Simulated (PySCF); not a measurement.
**Frontier levels across methods**

C3H3BO3S.
Cartesian coordinates in Å at the PBE0-D3(BJ)/def2-SVP level; atoms count from 1:
```
atom  x, y, z in Å
O1     0.2428    1.7570    1.4207
C2     0.9132    1.2999    0.5141
C3     0.5142    0.1269   -0.2678
C4     1.2705   -0.3217   -1.2585
S5     2.1360   -0.8581   -2.4198
B6    -0.8531   -0.6048    0.0784
O7    -1.2005   -1.7003   -0.6417
O8    -1.6192   -0.1187    1.0723
H9     1.8835    1.7740    0.2437
H10   -2.0461   -2.0568   -0.3470
H11   -1.1853    0.6676    1.4670
```

Basis pcSseg-1 throughout (PySCF), one geometry. Isolated species at its PBE0-D3(BJ)/def2-SVP geometry (one conformer only).

Q: How do the orbital energies, the gap and the dipole change with the method?

A: 
```tsv
method	kind	HOMO (eV)	LUMO (eV)	gap (eV)	μ (D)	SCF cycles
B97-D	GGA	-6.40	-3.46	2.94	1.99	19
PBE	GGA	-6.43	-3.52	2.91	1.93	20
KT3	GGA	-6.46	-3.51	2.96	1.94	20
KT2	GGA	-6.49	-3.56	2.93	2.00	20
PBE0	global hybrid	-7.49	-2.75	4.74	2.18	16
wB97X-D	range-separated hybrid	-9.21	-1.04	8.17	2.20	17
LC-wPBE	range-separated hybrid	-9.86	-0.55	9.31	2.20	17
```

The HOMO spans 3.46 eV, from B97-D down to LC-wPBE, and the gap runs from 2.91 eV (PBE) to 9.31 eV (LC-wPBE). The dipole ranges from 1.93 D (PBE) to 2.20 D (wB97X-D). This basis has no diffuse functions.
